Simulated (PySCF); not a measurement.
Bond length, frequency and bond energy of MgBi⁻ by level of theory

State: ³Π (triplet), unpaired electrons σ ↑, π ↑. Set-up: Mg aug-cc-pVDZ, Bi aug-cc-pVDZ-PP with ECP60; scalar-relativistic core potentials (PySCF 2.14). De refers to Mg + Bi⁻ in their high-spin ground configurations, without counterpoise correction. The functionals are run spin-unrestricted. A positive dipole points towards Bi; it is taken about the centre of mass and depends on that origin. Levels whose curve was spin-contaminated or gave no clean fit are not listed.

| Level | Re (Å) | ωe (cm⁻¹) | De (eV) | μ (D) | CPU s a point (SCF and correlation, without the integrals) |
| --- | --- | --- | --- | --- | --- |
| PBE | 2.811 | 220 | 1.19 | 3.87 | 0.85 |
| PBEsol | 2.781 | 230 | 1.31 | 3.79 | 0.59 |
| r²SCAN | 2.792 | 227 | n/a | 3.69 | 1.3 |
| PBE0 | 2.792 | 224 | 1.13 | 3.67 | 1.4 |
| r²SCAN0 | 2.786 | 227 | n/a | 3.48 | 1.5 |
| B97-3 | 2.818 | 213 | 1.00 | 3.60 | 0.77 |

(1) What does a quarter of exact exchange do here, going from PBE to PBE0?

(2) What does the step from GGA to meta-GGA do here, going from PBE to r²SCAN?

(3) What does a quarter of exact exchange do here, going from r²SCAN to r²SCAN0?

These are scalar-relativistic numbers at best; spin–orbit coupling would shift them, the dissociation energy most. For an ion De counts to the pair picked by the measured ionisation energies or electron affinities, which need not be the lowest pair at this level. The highest Kohn–Sham level is positive in this anion. Much of that is self-interaction error, but it also means that the finite basis helps to hold the extra electron. The state was picked by a PBE0 search and need not be the measured ground state.

The whole job (state search and all levels along the bond) took about 2.5 min on 1 thread of Arm Neoverse V1 (shared host), peak memory 0.78 GiB.

## Answers

(1) PBE0 less PBE: -1.9 pm in Re, +1.8 % in ωe, -0.06 eV in De. Exact exchange removes part of the self-interaction that spreads semilocal densities, and in most molecules shortens and stiffens the bond and lowers De; so it does here.

(2) r²SCAN less PBE: -1.9 pm in Re, +3.2 % in ωe. 

(3) r²SCAN0 less r²SCAN: -0.6 pm in Re, +0.0 % in ωe. Exact exchange removes part of the self-interaction that spreads semilocal densities, and in most molecules shortens and stiffens the bond and lowers De; so it does here.
